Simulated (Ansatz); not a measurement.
Geometry optimisation, Ansatz 0.2.0, RKS PBE/def2-SVP.

Input:

```yaml
crystal:
  periodic: [false, false, false]
  atoms:
    - { symbol: Ge, position_ang: [0.0, 0.0, 0.0] }
    - { symbol: Ge, position_ang: [0.0, 0.0, 2.75] }
    - { symbol: H, position_ang: [-1.3958, -0.4318, 3.2674] }
    - { symbol: H, position_ang: [1.0719, -0.9929, 3.2674] }
    - { symbol: H, position_ang: [0.324, 1.4247, 3.2674] }
    - { symbol: O, position_ang: [1.6691, 0.0, -0.5894] }
    - { symbol: H, position_ang: [1.9855, -0.9521, -0.7061] }
    - { symbol: O, position_ang: [-0.8337, 1.4443, -0.5894] }
    - { symbol: H, position_ang: [-1.7915, 1.2136, -0.8118] }
    - { symbol: O, position_ang: [-0.8337, -1.4443, -0.5894] }
    - { symbol: H, position_ang: [-1.2883, -1.91, 0.183] }
    - { symbol: S, position_ang: [1.3373, 2.0168, 0.8041] }
    - { symbol: H, position_ang: [2.4142, 1.5819, 1.5858] }
    - { symbol: H, position_ang: [0.8501, 1.282, 2.09] }
basis:
  gaussian: { orbitals: def2-SVP }
hamiltonian:
  xc: pbe
relax:
  f_tol: 0.15
  max_steps: 25
  restrain:
    - { distance: [0, 11], at: 2.25, k: 30.0 }
    - { distance: [13, 1], at: 1.55, k: 30.0 }
    - { distance: [0, 1], at: 3.6, k: 30.0 }
    - { distance: [13, 11], at: 2.6, k: 30.0 }
```

Run as:

```bash
$ ansatz run input.yaml --threads 4 --pin off --max-ram 5120MiB --backend cpu --events-out ev --progress --plain --runs-dir out
```

Q: Where does it end, and by what steps?

A: The run converged. The restraints hold the end off the free minimum; the threshold counts their pulls, which the force column leaves out. Restrained pairs: Ge1–S12 (2.55 → 2.24 Å), Ge2–H14 (1.67 → 1.55 Å), Ge1–Ge2 (2.75 → 3.62 Å), S12–H14 (1.56 → 2.61 Å). After 24 steps the energy has fallen by 3.434 eV (the restraints' own energy left out); H5 moved furthest, 1.73 Å.

```tsv
step	energy less start (eV)	largest force component (eV/Å)	accepted
0	0.0000	3.126	yes
1	1.3993	3.584	yes
2	2.2711	3.396	yes
3	1.2073	2.390	yes
4	-0.0444	1.948	yes
5	-0.9107	1.527	yes
6	-1.7191	0.931	yes
7	-2.2672	0.553	yes
8	-2.5738	0.695	yes
9	-2.7894	0.778	yes
10	-2.9528	0.595	yes
11	-3.0923	1.048	yes
12	-3.1793	0.872	yes
13	-3.2672	0.661	yes
14	-3.3145	0.748	yes
15	-3.3234	0.577	yes
16	-3.3484	0.589	yes
17	-3.3631	0.512	yes
18	-3.3463	1.100	no
19	-3.3702	0.466	yes
20	-3.3793	0.478	yes
21	-3.3897	0.552	yes
22	-3.4128	0.438	yes
23	-3.3080	0.787	no
24	-3.4345	0.459	yes
```

```xyz
14
Properties=species:S:1:pos:R:3
Ge 0.471 0.406 -0.185
Ge -0.169 0.096 3.361
H -1.336 -0.925 3.314
H 1.178 -0.598 3.092
H -0.140 0.723 4.782
O 1.609 -0.321 -1.361
H 1.518 -1.293 -1.311
O -0.847 1.327 -0.976
H -1.245 0.782 -1.684
O -0.251 -1.038 0.612
H -1.181 -0.852 0.849
S 1.667 1.894 0.989
H 2.686 1.781 0.083
H -0.450 1.250 2.365
```

Time of the run: 42 s on 4 threads of Intel(R) Xeon(R) Platinum 8488C (Sapphire Rapids), with other jobs on the host, peak memory 0.29 GiB.
